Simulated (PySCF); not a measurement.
# Working out the excitation energy of Si²⁺

Si²⁺ [Ne] 3s2 (1S) → Si²⁺ [Ne] 3p2 (3P). All numbers are calculated (PySCF 2.14, scalar relativity by spin-free X2C-1e, in aug-cc-pVDZ-DK (5s4p2d, 27 functions)). Frozen: [Ne]. Energies in hartree (1 hartree = 27.21139 eV):

| part | Si²⁺ (lower) | Si²⁺ (upper) |
| --- | --- | --- |
| UHF | -288.591215 | -288.035583 |
| MP2 opposite-spin | -0.028795 | 0.000000 |
| MP2 same-spin | 0.000000 | -0.005112 |

Question: What does Hartree-Fock give?

Answer: (-288.035583) − (-288.591215) = 0.555632 hartree = 15.120 eV.

Question: What do MP2 and SCS-MP2 (6/5 opposite-spin, 1/3 same-spin) give?

Answer: The opposite-spin parts differ by 0.784 eV and the same-spin parts by -0.139 eV. MP2: 15.120 + (0.784) + (-0.139) = 15.765 eV. SCS-MP2: 15.120 + 1.2 × (0.784) + (-0.139)/3 = 16.014 eV.

A double-zeta basis recovers only part of the correlation energy.
